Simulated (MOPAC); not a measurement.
MOPAC input (PM3):

```
PM3 FORCE THERMO(298,298) PRECISE LET UHF MS=0.5 GEO-OK AUX(PRECISION=9) THREADS=1
Br2FGe

F    -0.13611668 1    2.19451958 1   -0.13059526 1
Ge   -0.02703094 1    0.58518771 1    0.38757089 1
Br    1.92894816 1   -0.44397762 1   -0.21412204 1
Br   -1.86859675 1   -0.67456560 1   -0.13081784 1
```

From the output:

```
    Br    4   0.115316   0.632221   0.098029   0.747263

          HEAT OF FORMATION =     -89.680554 KCALS/MOLE

          ZERO POINT ENERGY       2.085 KCAL/MOL

           NORMAL COORDINATE ANALYSIS (Total motion = 1 Angstrom)

   Root No.       1         2         3         4         5         6

                 1 A'      2 A'      1 A"      3 A'      2 A"      4 A'

                  73.2     111.0     137.3     159.9     196.9     780.2

           1   -0.1731   -0.1115   -0.0000   -0.2041    0.0000    0.7916
           2   -0.0251   -0.2255    0.6391   -0.0371   -0.2197    0.0018
           3    0.0540    0.4854    0.2969    0.0799   -0.1021   -0.0039
           4   -0.1732   -0.1186    0.0000   -0.2015   -0.0000   -0.2065
           5   -0.0698    0.1079   -0.0035   -0.0756    0.3658   -0.0011
           6    0.1503   -0.2322   -0.0016    0.1628    0.1699    0.0023
           7    0.0993    0.0671   -0.1142    0.1158   -0.0490   -0.0003
           8   -0.1994   -0.0276   -0.0905    0.2259   -0.1703    0.0008
           9   -0.1835    0.0453   -0.0000    0.0035   -0.0000   -0.0004
          10    0.0993    0.0671    0.1142    0.1158    0.0490   -0.0003
          11    0.2688   -0.0168   -0.0584   -0.1484   -0.1098   -0.0002
          12    0.0341    0.0503   -0.0691   -0.1704   -0.1301   -0.0008

           MASS-WEIGHTED COORDINATE ANALYSIS (NORMAL COORDINATES)

   Root No.       1         2         3         4         5         6

                 1 A'      2 A'      1 A"      3 A'      2 A"      4 A'

                  73.2     111.0     137.3     159.9     196.9     780.2

           1   -0.1772   -0.1368   -0.0000   -0.2188    0.0000    0.8908
           2   -0.0257   -0.2765    0.7777   -0.0398   -0.2261    0.0020
           3    0.0553    0.5953    0.3613    0.0857   -0.1050   -0.0044
           4   -0.3467   -0.2844    0.0000   -0.4224   -0.0000   -0.4543
           5   -0.1398    0.2586   -0.0083   -0.1585    0.7358   -0.0024
           6    0.3009   -0.5568   -0.0038    0.3412    0.3418    0.0051
           7    0.2085    0.1689   -0.2851    0.2546   -0.1034   -0.0007
           8   -0.4188   -0.0694   -0.2258    0.4967   -0.3593    0.0018
           9   -0.3853    0.1139   -0.0000    0.0077   -0.0000   -0.0008
          10    0.2085    0.1689    0.2851    0.2546    0.1034   -0.0007
          11    0.5646   -0.0423   -0.1456   -0.3263   -0.2318   -0.0005
          12    0.0715    0.1265   -0.1725   -0.3746   -0.2746   -0.0019

          DESCRIPTION OF VIBRATIONS

 VIBRATION          1    1A'         ATOM PAIR     ENERGY CONTRIBUTION    RADIAL
 FREQUENCY            73.21         Ge2 -- Br3         +46.3% (185.0%)      0.1%
 TRANSITION DIPOLE   1.2392         Ge2 -- Br4         +46.3% (185.0%)      0.1%
 TRAVEL (Ang.)       0.1903         F 1 -- Ge2          +7.4% ( 74.2%)     28.2%
 REDUCED MASS       25.4313
 EFFECTIVE MASS    125.1294
 FORCE CONSTANT      0.0803

 VIBRATION          2    2A'         ATOM PAIR     ENERGY CONTRIBUTION    RADIAL
 FREQUENCY           110.96         Ge2 -- Br3         +36.0% (102.9%)      1.8%
 TRANSITION DIPOLE   1.6046         Ge2 -- Br4         +36.0% (102.9%)      1.8%
 TRAVEL (Ang.)       0.1770         F 1 -- Ge2         +28.0% ( 90.8%)      1.3%
 REDUCED MASS       19.3947
 EFFECTIVE MASS     58.4906
 FORCE CONSTANT      0.1407

 VIBRATION          3    1A"         ATOM PAIR     ENERGY CONTRIBUTION    RADIAL
 FREQUENCY           137.33         F 1 -- Ge2         +78.7% ( 80.1%)      0.0%
 TRANSITION DIPOLE   0.8456         Ge2 -- Br3         +10.6% ( 29.4%)     76.5%
 TRAVEL (Ang.)       0.1938         Ge2 -- Br4         +10.6% ( 29.4%)     76.5%
 REDUCED MASS       13.0701
 EFFECTIVE MASS     33.0099
 FORCE CONSTANT      0.1452

 VIBRATION          4    3A'         ATOM PAIR     ENERGY CONTRIBUTION    RADIAL
 FREQUENCY           159.89         Ge2 -- Br3         +47.2% (118.2%)     76.1%
 TRANSITION DIPOLE   1.0883         Ge2 -- Br4         +47.2% (118.2%)     76.1%
 TRAVEL (Ang.)       0.1354         F 1 -- Ge2          +5.5% ( 40.4%)     34.3%
 REDUCED MASS       23.0104
 EFFECTIVE MASS     88.8630
 FORCE CONSTANT      0.3466

 VIBRATION          5    2A"         ATOM PAIR     ENERGY CONTRIBUTION    RADIAL
 FREQUENCY           196.92         Ge2 -- Br4         +35.6% ( 82.0%)     82.2%
 TRANSITION DIPOLE   2.2626         Ge2 -- Br3         +35.6% ( 82.0%)     82.2%
 TRAVEL (Ang.)       0.0994         F 1 -- Ge2         +28.8% ( 73.7%)      0.0%
 REDUCED MASS       34.6505
 EFFECTIVE MASS     70.6682
 FORCE CONSTANT      0.7916

 VIBRATION          6    4A'         ATOM PAIR     ENERGY CONTRIBUTION    RADIAL
 FREQUENCY           780.18         F 1 -- Ge2         +91.8% (100.0%)    100.0%
 TRANSITION DIPOLE   3.0817         Ge2 -- Br4          +4.1% ( 21.2%)     16.8%
 TRAVEL (Ang.)       0.0758         Ge2 -- Br3          +4.1% ( 21.2%)     16.8%
 REDUCED MASS       15.0574
 EFFECTIVE MASS     27.2606
 FORCE CONSTANT      5.4000

      SYMMETRY NUMBER FOR POINT-GROUP Cs  =  1

          SYSTEM IS A GROUND STATE

 Br2FGe

          MOLECULE IS NOT LINEAR

          THERE ARE  6 GENUINE VIBRATIONS IN THIS SYSTEM
          THIS THERMODYNAMICS CALCULATION IS LIMITED TO
          MOLECULES WHICH HAVE NO INTERNAL ROTATIONS

                    CALCULATED THERMODYNAMIC PROPERTIES
                                          *
   TEMP. (K)   PARTITION FUNCTION   H.O.F.    ENTHALPY  HEAT CAPACITY ENTROPY
                                   KCAL/MOL   CAL/MOLE    CAL/K/MOL  CAL/K/MOL

 298.00  VIB.     0.5182D+02                  2158.9225    10.2417    15.0898
         ROT.     0.6864D+06                   888.2803     2.9808    29.6872
         INT.     0.3557D+08                  3047.2028    13.2225    44.7771
         TRA.     0.3854D+28                  1480.4672     4.9680    42.4637
         TOT.                      -89.681    4527.6700    18.1905    87.2407

   *: NOTE: HEATS OF FORMATION ARE RELATIVE TO THE
            ELEMENTS IN THEIR STANDARD STATE AT 298K
              (=  Standard Enthalpy of Formation).

            Hvib:  Zero-point energy is not included.
                   frequencies of less than zero cm-1 are not included.
            Hrot = (3/2)RT
            Htra = (3/2)RT + pV = (5/2)RT

            Heat capacity is Cp, not Cv

          For more information, see: HTTP://OpenMOPAC.net/Manual/thermochemistry.html

           FORCE CONSTANT IN CARTESIAN COORDINATES (Millidynes/A)

    ATOM   CHEMICAL       X               Y               Z
   NUMBER   SYMBOL  FORCE CONSTANT  FORCE CONSTANT  FORCE CONSTANT

      1       F        5.424985        0.160853        0.083102
      2      Ge        5.638019        0.965448        0.506337
      3      Br        0.197027        0.625028        0.044260
      4      Br        0.197027        0.326196        0.343093

 **********************
 *                    *
 * JOB ENDED NORMALLY *
 *                    *
 **********************
```
